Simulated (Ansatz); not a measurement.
Basis sets compared for SnHF₃. Total charge 0; singlet. Geometry PBE0-D4/def2-TZVP. Ansatz on 4 threads of Arm Neoverse V1 on a shared host; times are rough, and most runs start from earlier orbitals.

| atom | x (Å) | y (Å) | z (Å) |
| --- | --- | --- | --- |
| Sn1 | -0.0663 | 0.0123 | 0.0977 |
| H2 | -1.0058 | 0.1860 | 1.4816 |
| F3 | -0.6354 | -1.3917 | -1.0341 |
| F4 | 1.7532 | -0.3563 | 0.4578 |
| F5 | -0.0456 | 1.5498 | -1.0030 |

In the def2 sets Sn takes a core potential; there is no spin–orbit coupling.

Binding counts from free atoms (Sn triplet, H doublet, F doublet) in the same basis, without a counterpoise term.

| level | functions | energy (Eh) | HOMO (eV) | LUMO (eV) | binding per atom (eV) | wall time |
| --- | --- | --- | --- | --- | --- | --- |
| PBE-D4/def2-SVP | 73 | -513.9641 | -8.95 | -2.86 | 3.28 | 0.5 s |
| PBE0-D4/def2-SVP | 73 | -513.9688 | -10.83 | -1.91 | 3.09 | 0.75 s |

(1) Estimate the rows for PBE-D4/def2-TZVP, PBE0-D4/def2-TZVP.

Answers

(1) 
```tsv
level	functions	energy (Eh)	HOMO (eV)	LUMO (eV)	binding per atom (eV)	wall time
PBE-D4/def2-TZVP	149	-514.3739	-9.29	-3.15	3.36	1 s
PBE0-D4/def2-TZVP	149	-514.3753	-11.05	-2.15	3.19	1.4 s
```
